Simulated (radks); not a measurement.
Values are calculated unless marked as measured or tabulated.
All-electron atom: Te XIII in [Kr] 4d4. Level of theory: Dirac Kohn-Sham, exchange-only PBE, spin-unpolarised, spherical densities, finite nucleus; open shells fill j = l - 1/2 first; Fermi nuclear charge, rms radius 4.7423 fm (a radial shooting solver on a logarithmic mesh with Libxc functionals).

Normalised radial functions P(r) = r R(r) (large component), r in bohr:

```
   r/bohr * 4p3/2, o 4d3/2 (the largest magnitude, 1.32, reaches the edge; | marks zero, & curves that meet)
 0.002461                             &
  0.00323                             &
 0.004207                             &
 0.005477                             &
  0.00719                             o*
 0.009362                             o*
  0.01229                             o *
    0.016                             o  *
    0.021                             o   *
  0.02735                             |o    *
   0.0359                             |o      *
  0.04674                             | o       *
  0.06135                             |   o     *
  0.07989                             |     o  *
   0.1049                             |    *   o
   0.1365                          *  |           o
   0.1778                  *          |             o
   0.2334             *               |            o
   0.3039                  *          |     o
   0.3989                        o    | *
   0.5194            o                |                 *
   0.6817    o                        |                          *
   0.8877     o                       |                       *
    1.165             o               |             *
    1.517                      o      |    *
    1.991                           o |*
    2.593                             &
    3.404                             &
    4.432                             &
```

4p3/2: eigenvalue -331.79 eV, 2 radial nodes at r = 0.125, 0.385 bohr, <r> = 0.775 bohr, 90 % of the charge inside 1.12 bohr. 4d3/2: eigenvalue -257.40 eV, 1 radial node at r = 0.357 bohr, <r> = 0.828 bohr, 90 % of the charge inside 1.22 bohr.
